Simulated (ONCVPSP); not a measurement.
**u(r) = r·R(r): atom against pseudo-atom (nitrogen (N))**

Columns: radius, all-electron u(r) and pseudo u(r) of the 2p shell (level -7.06 eV) of nitrogen in the configuration [He] 2s2 2p3; Wu-Cohen, non-relativistic, ONCV scheme, ONCVPSP 4.0.1.

| r (bohr) | all-electron | pseudo |
| --- | --- | --- |
| 0.090 | 0.0610 | 0.0236 |
| 0.180 | 0.1840 | 0.0912 |
| 0.270 | 0.3184 | 0.1934 |
| 0.360 | 0.4419 | 0.3171 |
| 0.450 | 0.5460 | 0.4471 |
| 0.540 | 0.6290 | 0.5693 |
| 0.630 | 0.6918 | 0.6727 |
| 0.720 | 0.7359 | 0.7503 |
| 0.810 | 0.7636 | 0.8001 |
| 0.900 | 0.7777 | 0.8240 |
| 0.990 | 0.7806 | 0.8264 |
| 1.080 | 0.7747 | 0.8133 |
| 1.170 | 0.7621 | 0.7905 |
| 1.260 | 0.7442 | 0.7625 |
| 1.350 | 0.7227 | 0.7328 |
| 1.440 | 0.6984 | 0.7031 |
| 1.530 | 0.6723 | 0.6739 |
| 1.620 | 0.6450 | 0.6454 |
| 1.710 | 0.6171 | 0.6172 |
| 1.800 | 0.5890 | 0.5890 |
| 1.890 | 0.5610 | 0.5610 |
| 1.980 | 0.5334 | 0.5334 |
| 2.070 | 0.5063 | 0.5063 |
| 2.160 | 0.4798 | 0.4798 |
| 2.250 | 0.4541 | 0.4541 |
| 2.340 | 0.4293 | 0.4293 |

(1) How many radial nodes do the two functions have?

(2) At about which radius was the pseudo-wave matched?

(3) Where does each function peak?

(4) Is the pseudo-wave norm-conserving?

## Answers

(1) The all-electron 2p function has n − l − 1 = 0; the pseudo-wave has 0.

(2) 1.80 bohr. The columns agree to 0.0005 from 1.62 bohr on; several derivatives are matched, so the curves merge somewhat inside the radius.

(3) Outermost all-electron maximum near 0.99 bohr, pseudo maximum near 0.99 bohr (to the table’s step).

(4) Yes: the ONCV scheme keeps the norm inside the radius equal to the all-electron one, which fixes the energy derivative of the logarithmic derivative at the level.
